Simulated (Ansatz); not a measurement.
Species: CHNS, SMILES `N#CS` (charge 0, multiplicity 1).

Problem. Give a relaxed geometry from B3LYP-D3(BJ)/def2-TZVP run with Ansatz (a quantum-chemistry and plane-wave program).

Solution. the end point of this relaxation (outside a Z-matrix the atoms follow the SMILES, hydrogens last).
Bonded distances (Å): N1–C2 1.155, C2–S3 1.692, S3–H4 1.347. Angles (°): N1–C2–S3 176.4, C2–S3–H4 95.1.
